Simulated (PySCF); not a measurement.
Isomers C7H3N3:

A. SMILES c1c(C#C)nc(C#N)cn1
B. `C#Cc1cc(C#N)cnn1`
C. SMILES C#Cc1cnncc1C#N

Spectrum 1. ¹H NMR (500 MHz, computed): δ 9.78 (s, 1H), 9.66 (s, 1H), 3.74 (s, 1H). ¹³C{¹H} NMR (computed): δ 156.8 (CH), 154.9 (CH), 127.2 (C), 120.2 (C), 118.0 (C), 106.2 (CH), 81.5 (C).

Spectrum 2. ¹H NMR (500 MHz, computed): δ 9.09 (s, 1H), 9.08 (s, 1H), 3.18 (s, 1H). ¹³C{¹H} NMR (computed): δ 156.6 (CH), 155.0 (CH), 143.7 (C), 135.6 (C), 120.9 (C), 94.7 (CH), 84.2 (C).

Spectrum 3. ¹H NMR (500 MHz, computed): δ 9.54 (s, 1H), 7.75 (s, 1H), 3.36 (s, 1H). ¹³C{¹H} NMR (computed): δ 151.8 (CH), 151.0 (C), 138.3 (CH), 121.1 (C), 115.1 (C), 96.0 (CH), 85.2 (C).

[PySCF: GIAO PBE0/pcSseg-1 shieldings; GFN2-xTB geometry; isolated molecule; one computed conformer; averaged over atoms made equivalent by symmetry, fast rotation or ring inversion; relativity neglected]

Scale: TMS for ¹H (σref 31.72) and ¹³C (σref 186.93) (reference shieldings calculated alike). Where no couplings were computed, multiplicities follow the n + 1 count of equivalent neighbours, and m marks all less simple cases (inequivalent or close neighbours, rings, F or P nearby). Shifts are as computed. Against solution values, carbons near 30 ppm lie about +3 ppm off and those near 130 ppm about +5 ppm. Of 1211 compounds with measured shifts, 218 miss one by over three times the rms of a fit or turn the order of signals round; such compounds aren't used in these exercises.

Task: Which spectrum belongs to which compound?

Result: 1–C, 2–A, 3–B.

- Spectrum 1 (C): 7 ¹³C signals; δC 156.8 is an aromatic CH next to a ring nitrogen; δC 154.9 is an aromatic CH next to a ring nitrogen.
- Spectrum 2 (A): 7 ¹³C signals; δC 156.6 is an aromatic CH next to a ring nitrogen; δC 155.0 is an aromatic CH next to a ring nitrogen.
- Spectrum 3 (B): 7 ¹³C signals; δC 151.8 is an aromatic CH next to a ring nitrogen; δC 138.3 is an aromatic CH.
